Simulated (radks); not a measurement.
Q: Radial electron density D(r) = 4 pi r^2 rho(r) of an atom or ion with 48 electrons. Method: scalar-relativistic Kohn-Sham, BLYP, spin-polarised, spherical densities, finite nucleus; Fermi nuclear charge, rms radius of each element as measured or else 0.836 A^(1/3) + 0.57 fm; computed with a radial shooting solver on a logarithmic mesh with Libxc functionals.

r (bohr)  D(r) (e/bohr)
0.004926          19.42
0.00657           28.31
0.008693          38.82
0.01159           50.16
0.01534           59.14
0.02046           63.07
0.02729           60.37
0.03611           55.26
0.04816           56.19
0.06372           67.53
0.08499           79.63
0.1134            74.93
0.15              58.95
0.2               56.76
0.2668            65.57
0.353             52.98
0.4708            26.55
0.623             19.34
0.8309            21.92
1.108             15.76
1.466             7.536
1.956             3.099
2.609             1.281
3.451            0.4314
4.603           0.08130
6.091          0.007103
8.124         0.0001913

What is the nuclear charge?

A: Z = 49. The innermost maximum, from 1s, lies near gamma/Z bohr with gamma = sqrt(1 - (Z/c)^2) = 0.934, here 0.0191 bohr (found: 0.0208), and its height grows with Z. The density is that of the indium ion In+ in [Kr] 4d10 5s2; the configuration itself is not fixed sharply by these data, and Z only to a few units. D(r) has 4 maxima, at r = 0.0208, 0.0921, 0.271, 0.805 bohr, and minima at 0.0410, 0.177, 0.594 bohr, inside which lie 2.00, 11.15, 29.00 electrons.
